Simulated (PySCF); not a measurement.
A species of formula C6H11NSi has this rotational fingerprint, computed with PBE0/pcSseg-1 in PySCF (dipole) on a GFN2-xTB geometry, gas phase:

* Rotational constants: A = 2979, B = 968.3, C = 810.5 MHz
* Dipole components: |μa| = 0.31 D, |μb| = 0.99 D, |μc| = 0.41 D
* Inertial defect: -68.02 u·Å²
* κ: -0.85

Question: Which structure is it? (One computed conformer of each.)
A. `[CH2:1]=[N:2][CH2:3]/[C:4]([CH3:5])=[C:6]1\[CH2:7][SiH2:8]1` with C1–N2–C3–C4 115°, N2–C3–C4–C5 68°
B. `[CH3:1][SiH2:2][CH2:3]/[CH:4]=[CH:5]\[CH2:6][C:7]#[N:8]` with C1–Si2–C3–C4 180°, Si2–C3–C4–C5 90°, C4–C5–C6–C7 -103°
C. `[CH2:1]=[C:2]1[CH2:3][N:4]([SiH2:5][CH3:6])[C:7]1=[CH2:8]` with C3–N4–Si5–C6 4°
D. `[CH:1]#[C:2][C@@H:3]1[CH2:4][CH2:5][N:6]([SiH3:7])[CH2:8]1` with C2–C3–C4–C5 -106°, C3–C4–C5–N6 -34°, C4–C5–N6–Si7 -159°, C5–N6–C8–C3 -34°

Answer: A. It is C=NC/C(C)=C1\C[SiH2]1, an asymmetric top, point group C1. The candidates at the same level (rigid rotor, commonest isotopes):

| SMILES | A (MHz) | B (MHz) | C (MHz) | μa (D) | μb (D) | μc (D) | Δ (u·Å²) | point group | rotor |
| --- | --- | --- | --- | --- | --- | --- | --- | --- | --- |
| C#C[C@@H]1CCN([SiH3])C1 | 4279 | 934.9 | 846.2 | 0.14 | 0.47 | 0.07 | -61.43 | C1 | near-prolate asymmetric top |
| C=NC/C(C)=C1\C[SiH2]1 | 2979 | 968.3 | 810.5 | 0.31 | 0.99 | 0.41 | -68.02 | C1 | asymmetric top |
| C=C1CN([SiH2]C)C1=C | 3403 | 1108 | 853.2 | 0.49 | 1.71 | 0.01 | -12.25 | near Cs | asymmetric top |
| C[SiH2]C/C=C\CC#N | 2436 | 932.2 | 752.8 | 1.93 | 3.21 | 1.86 | -78.27 | C1 | asymmetric top |

`C[SiH2]C/C=C\CC#N` has A 18 % too low; `C=C1CN([SiH2]C)C1=C` has B 14 % too high; `C#C[C@@H]1CCN([SiH3])C1` has A 44 % too high. No structure here is proved a minimum.
